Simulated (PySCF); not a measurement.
Delta-SCF ions had no search for a lower state. Excitations are Tamm–Dancoff values on a coarser integration grid. The basis has no diffuse functions, so Rydberg states are missing or too high.

CH5BSi, SMILES `[H]/B=[SiH]/C` (charge 0, multiplicity 1)

Computed with r2SCAN-D4/def2-TZVP (PySCF 2.14.0).

```yaml
HOMO: -4.74 eV
dipole_moment: 1.24 D
HOMO–LUMO gap: 1.46 eV
LUMO: -3.28 eV
S1 excitation (TDA): 1.39 eV
S1 oscillator strength: 0.000
brightest of the four lowest singlets (TDA): 5.02 eV
T1 excitation (TDA): 0.58 eV
S1–T1 gap (TDA): 0.80 eV
vertical ionisation energy (Delta-SCF): 7.45 eV
total_energy: -355.3021 Ha
cost: very roughly 3 core-minutes
```

Bond lengths (Å): B1–Si2 1.825, B1–H4 1.179, Si2–C3 1.875, Si2–H5 1.481, C3–H6 1.091, C3–H7 1.092, C3–H8 1.092. Angles (°): Si2–B1–H4 176.0, B1–Si2–C3 124.7, B1–Si2–H5 117.5, C3–Si2–H5 117.3, Si2–C3–H6 110.1, Si2–C3–H7 110.9, Si2–C3–H8 110.7, H6–C3–H7 108.4, H6–C3–H8 108.3, H7–C3–H8 108.4.
Charge 0, spin multiplicity 1.
